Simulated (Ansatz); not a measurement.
One change: `OB(O)F` becomes `OB(O)Br`.

Ansatz, PBE0-D4/def2-TZVP geometries, multiplicity 1. Each molecule was computed in one conformer, which needn't be the lowest.

Scalar relativity is left out up to krypton.

```tsv
property	`OB(O)F`
HOMO energy (PBE0/def2-TZVPP) / eV	-9.74
size of the dipole moment (ωB97M-V/def2-TZVPP) / D	1.88
HOMO–LUMO gap (B3LYP/def2-TZVPP) / eV	9.49
HOMO–LUMO gap (PBE0/def2-TZVPP) / eV	10.18
LUMO energy (PBE0/def2-TZVPP) / eV	0.44
LUMO energy (PBE/def2-TZVPP) / eV	-0.40
```

Question: What does the change do to each property? (Best estimate.)

Answer: Computed: 
```json
{"property": "HOMO energy (PBE0/def2-TZVPP) / eV", "`OB(O)Br`": "-8.43", "shift": "1.31"}
{"property": "size of the dipole moment (ωB97M-V/def2-TZVPP) / D", "`OB(O)Br`": "2.04", "shift": "0.16"}
{"property": "HOMO–LUMO gap (B3LYP/def2-TZVPP) / eV", "`OB(O)Br`": "8.23", "shift": "-1.26"}
{"property": "HOMO–LUMO gap (PBE0/def2-TZVPP) / eV", "`OB(O)Br`": "8.90", "shift": "-1.28"}
{"property": "LUMO energy (PBE0/def2-TZVPP) / eV", "`OB(O)Br`": "0.46", "shift": "0.02"}
{"property": "LUMO energy (PBE/def2-TZVPP) / eV", "`OB(O)Br`": "-0.39", "shift": "0.01"}
```

Dipoles are sizes alone; their direction can turn.

B3LYP here is the variant with VWN-RPA as its local correlation; programs differ in this.

Spin–orbit coupling is left out; it splits and shifts lone-pair levels of the heavy atoms by tenths of an eV.
